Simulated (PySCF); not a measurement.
What does the PBE0-D3(BJ)/def2-SVP structure of `N#C[SiH2]C=O` look like in three dimensions?

```xyz
8
C2H3NOSi angstrom
N      2.3756    1.1783   -1.1355
C      1.6006    0.4641   -0.6511
Si     0.2958   -0.6084    0.1206
C     -1.3454    0.4055    0.2554
O     -2.2990   -0.1167    0.7706
H      0.0788   -1.7929   -0.7509
H      0.7490   -1.0043    1.4794
H     -1.4008    1.4552   -0.1410
```

Any rigid rotation of these coordinates is as good. Atoms count from 1 in this order. Si3 (SiH2 silicon) is tetrahedral (angles from 108.6° to 111.6°). The 5 heavy atoms lie in one plane (0.011 Å rms). The C–Si distances run from 1.857 Å (C2–Si3, drawn single) to 1.934 Å (Si3–C4, drawn single), a spread of 0.077 Å.

Bonds between heavy atoms (Å): N1≡C2 1.160, C2–Si3 1.857, Si3–C4 1.934, C4=O5 1.203.

The calculation used PBE0-D3(BJ)/def2-SVP geometry optimisation, gas phase (PySCF 2.14.0).

Point group: near Cs, missed by 0.08 Å at most; the miss may be what the optimiser left on a soft mode. Not checked by PBE0-D3(BJ)/def2-SVP frequencies. The numbers are those of one conformer (C2–Si3–C4–O5 -178°).
